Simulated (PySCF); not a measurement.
## Computed properties of 2-chloropent-1-en-4-yne (C5H5Cl), SMILES C#CCC(=C)Cl

2-chloropent-1-en-4-yne (C5H5Cl), SMILES C#CCC(=C)Cl. Geometry optimised at B3LYP-D3(BJ)/def2-SVP. One conformer was computed; it need not be the lowest. All values are computed for the isolated molecule unless a solvent is named; none is compared with measurement here.

**Structure.** All 27 harmonic modes at B3LYP-D3(BJ)/def2-SVP (PySCF) are real, so it is a minimum. With heavy atoms numbered as in [CH:1]#[C:2][CH2:3][C:4](=[CH2:5])[Cl:6], the shortest bond between them is C1–C2 at 1.210 Å and the longest C4–Cl6 at 1.753 Å.

**Vibrations.** The strongest infrared lines (harmonic, unscaled, degenerate partners summed) lie at 3472 cm⁻¹ (70 km/mol, H 85 %, C 15 %), 1713 cm⁻¹ (45 km/mol, C 91 %, H 9 %), 905 cm⁻¹ (40 km/mol, H 70 %, C 30 %). The softest mode is at 66 cm⁻¹ and the zero-point energy is 50.4 kcal/mol.

**Electronic structure.** CAM-B3LYP/def2-TZVP (PySCF) places the frontier levels at -8.87 and 0.74 eV, a gap of 9.61 eV, and gives a dipole moment of 1.58 D and a mean polarisability of 68.3 bohr³. PBE/def2-TZVP (PySCF) at the same geometry gives -6.38 and -1.40 eV, so its gap is 4.63 eV narrower. An orbital gap is neither the optical nor the fundamental gap.

**Excitations.** TDA-B3LYP/def2-SVPD (PySCF) has S1 at 6.03 eV (205 nm, f = 0.001, dark); the most intense of the 10 singlets computed lies at 6.57 eV (f = 0.15). T1 (TDA) is at 4.15 eV, 1.88 eV under S1. TDA-PBE/def2-SVPD (PySCF) puts S1 at 5.29 eV. No vertical singlet excitation falls in the visible range (under 3.1 eV).

**NMR.** GIAO shifts at PBE0/pcSseg-1 (PySCF) (non-relativistic, atoms alike by connectivity averaged): ¹³C from 35.0 to 156.3 ppm against TMS; ¹H from 2.3 to 5.8 ppm against TMS. Without spin–orbit terms, shifts of atoms bonded to Cl or Br come out too high.
